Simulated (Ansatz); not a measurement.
A structure relaxed at PBE-D4/def2-SVPD in Ansatz, charge -1, doublet:

| atom | x (Å) | y (Å) | z (Å) |
| --- | --- | --- | --- |
| Sn1 | 0.454 | 1.569 | 1.662 |
| Te2 | 0.507 | -1.792 | -1.423 |
| Te3 | -0.961 | 0.223 | -0.239 |

Give its formula and point group.

SnTe2⁻. Point group Cs (tolerance 0.1 Å).

Summarise the bond lengths by kind (pairs closer than 1.2 times the sum of covalent radii, bridged metal pairs left out).

1 × Sn–Te 2.72 Å; 1 × Te–Te 2.76 Å.

In the def2 sets Sn, Te take a core potential; there is no spin–orbit coupling. Another isomer (doublet) lies 0.95 eV lower at PBE0-D4/def2-TZVPD; other spin states weren't run for this one.
